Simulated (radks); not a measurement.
Problem. Se IV, 31 electrons, occupied as [Ar] 3d10 4s2 4p1. All-electron calculation, scalar-relativistic Kohn-Sham, BP86, spin-polarised, spherical densities, point nucleus; open shells are filled with parallel spins first. Program: a radial shooting solver on a logarithmic mesh with Libxc functionals. Some entries of the table are withheld. Estimate them.

orbital  occ.  eigenvalue (eV)  r(max) (bohr)
1s up       1        -12545.89        0.02880
1s down     1        -12545.82        0.02880
2s up       1        -1644.483         0.1644
2s down     1        -1644.448         0.1644
2p up       3        -1450.937         0.1317
2p down     3        -1450.871         0.1317
3s up       1        -250.0753         0.5020
3s down     1        -249.9782         0.5021
3p up       3        -189.5466         0.5001
3p down     3        -189.4336         0.5001
3d up       5         -89.6309         0.4522
3d down     5         -89.4675         0.4521
4s up       1         -50.1036            (1)
4s down     1         -48.8271            (2)
4p up       1         -37.1795          1.640
4p down     0         -35.8623          1.634
4d up       0         -19.9482          2.247
4d down     0         -18.9149          2.290
5s up       0         -18.2919            (3)

Solution. 
(1) 4s up r(max) (bohr): 1.450
(2) 4s down r(max) (bohr): 1.442
(3) 5s up r(max) (bohr): 3.447
